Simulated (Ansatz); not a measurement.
Basis-set series for ClHZn (`[Cl][ZnH]`). Total charge 0; spin multiplicity 1. The structure was optimised at the PBE0-D4/def2-TZVP level.

```
functional       basis  functions  energy (Eh)  HOMO (eV)  LUMO (eV)
   PBE0-D4    def2-SVP         54  -2239.43163      -8.47      -0.11
   PBE0-D4  def2-TZVPP        120  -2239.85424      -8.89      -0.60
   ωB97M-V    def2-SVP         54  -2239.71053     -10.68       1.43
   ωB97M-V  def2-TZVPP        120  -2240.13200     -11.18       0.78
```

Q: Give the rows for def2-QZVPP. (An estimate is asked.)

A: The calculation gave: 
```tsv
functional	basis	functions	energy (Eh)	HOMO (eV)	LUMO (eV)
PBE0-D4	def2-QZVPP	200	-2239.91220	-8.91	-0.66
ωB97M-V	def2-QZVPP	200	-2240.18815	-11.22	0.53
```

Positive LUMOs are unbound and depend on the basis. Scalar relativity is left out up to krypton.

Results of the Gaussian-basis code of Ansatz.
